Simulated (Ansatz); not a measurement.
Program: Ansatz. Geometries: PBE0-D4/def2-TZVP. ΔE: electronic, gas phase. CCSD(T)/CBS is the MP2 limit (def2-TZVPP, def2-QZVPP) plus CCSD(T) − MP2 in def2-TZVPP, frozen cores. Functionals use def2-TZVPP. B3LYP here is the variant with VWN-RPA as its local correlation; programs differ in this. Elements past krypton have def2 core potentials. For Sn outer-core shells are correlated without core-valence functions, which leaves a few kJ/mol of doubt a bond. Each species was taken in one conformer, which may not be the lowest.

`C[NH][SnH]([Cl])[O]C` + `BC(=C)O` → `[BH2][SnH]([Cl])[O]C` + `C=C(O)NC`  (formal exchange of groups at the Sn–N bond)

| level | ΔE (kJ/mol) |
| --- | --- |
| B3LYP-D4 | 41.2 |
| CCSD/CBS(def2) | 44.9 |

**Question.** What does CCSD(T)/CBS give? (Best estimate.)

**Answer.** Computed: +49.7 kJ/mol. The listed levels differ from it by -8.5, -4.8 kJ/mol.

Largest T1 diagnostic among the species: 0.013.

From PBE to PBE0 (25 % exact exchange), in def2-TZVPP and without D4, ΔE moves by −5.7 kJ/mol. In def2-TZVPP, CCSD(T) changes the Hartree–Fock value by +16.5 kJ/mol (the triples alone add +4.8 kJ/mol) and MP2 by +16.0 kJ/mol.
